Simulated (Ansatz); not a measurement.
Gas-phase electronic energies from Ansatz, PBE0-D4/def2-TZVP geometries. CCSD(T)/CBS adds triple-zeta CCSD(T) − MP2 to the extrapolated MP2 energy (def2 sets, frozen cores). Functionals use def2-TZVPP. B3LYP here is the variant with VWN-RPA as its local correlation; programs differ in this. Each species was taken in one conformer, which may not be the lowest.

Consider the ligand exchange at a B–C bond: `CC(S)BO` + `[SiH3]S` → `OBS[SiH3]` + `CCS`.

```json
{"level": "B3LYP-D4", "ΔE (kJ/mol)": "-67.0"}
{"level": "ωB97M-V", "ΔE (kJ/mol)": "-63.0"}
{"level": "CCSD/def2-TZVPP", "ΔE (kJ/mol)": "-61.9"}
{"level": "CCSD(T)/def2-TZVPP", "ΔE (kJ/mol)": "-62.9"}
{"level": "HF/def2-QZVPP", "ΔE (kJ/mol)": "-66.6"}
{"level": "MP2/def2-QZVPP", "ΔE (kJ/mol)": "-66.4"}
{"level": "SCS-MP2/def2-QZVPP", "ΔE (kJ/mol)": "-65.4"}
{"level": "HF/CBS(def2)", "ΔE (kJ/mol)": "-66.6"}
```

Q: What does CCSD(T)/CBS give? (Best estimate.)

A: Ansatz gave: -64.7 kJ/mol. The listed levels differ from it by -2.3, 1.7, 2.8, 1.8, -1.9, -1.7, -0.7, -1.9 kJ/mol.

Largest T1 diagnostic among the species: 0.014.
